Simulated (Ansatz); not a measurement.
Born–Oppenheimer molecular dynamics of H₄Sn (5 atoms, charge 0, multiplicity 1). It goes on from the last frame of an earlier run, with new velocities.

These are results of RKS BLYP-D4/def2-SVP (Ansatz), not measurements.

| Quantity | Value |
| --- | --- |
| ensemble | NVT, Langevin thermostat |
| time step | 0.5 fs |
| steps asked | 166 |
| set temperature | 100 K |
| friction | 0.05 /fs |
| temperature schedule | 41 steps to 100 K, then 125 steps to 300 K |
| seed | 958090 |

First frame:

```xyz
5
Properties=species:S:1:pos:R:3
Sn 0.097 -0.340 0.070
H 1.103 0.573 1.274
H 0.041 0.753 -1.515
H -1.667 -1.061 0.367
H 1.176 -1.727 0.153
```

**Question.** How far do the bonds stretch over the last three quarters of this one trajectory? (Pairs bonded in most of those frames.)

**Answer.** 
```json
{"bond": "Sn1–H2", "mean (Å)": "1.734", "spread (Å)": "0.035", "shortest": "1.66", "longest": "1.79"}
{"bond": "Sn1–H3", "mean (Å)": "1.738", "spread (Å)": "0.049", "shortest": "1.64", "longest": "1.82"}
{"bond": "Sn1–H4", "mean (Å)": "1.734", "spread (Å)": "0.044", "shortest": "1.66", "longest": "1.82"}
{"bond": "Sn1–H5", "mean (Å)": "1.735", "spread (Å)": "0.027", "shortest": "1.67", "longest": "1.79"}
```

Mean temperature of the second half: 192 K. The schedule's set-point averaged 234 K over the second half and the system 192 K, so it lags behind the ramp. A run of 0.083 ps of so small a system gives no equilibrium averages.

Run time: 110 s on 1 thread of Arm Neoverse V2, with other jobs on the host, peak memory 0.086 GiB.
